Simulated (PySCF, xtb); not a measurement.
C3H4FNSi, SMILES C1C=C[Si@@H](N=1)F.

GFN2-xTB run with xtb 6.7.1 at its own geometry gives an orbital gap of 2.09 eV and a dipole moment of 3.03 D.

Coordinates come from a ωB97X-D3(BJ)/def2-SVP optimisation. The structure was generated by enumeration; whether it is a known compound was not checked.

What does PBE/def2-TZVP (PySCF) give? (An estimate is asked for; the answer gives what the named calculation found.)

gap 2.85 eV (levels -6.20 and -3.34 eV), dipole 2.97 D.
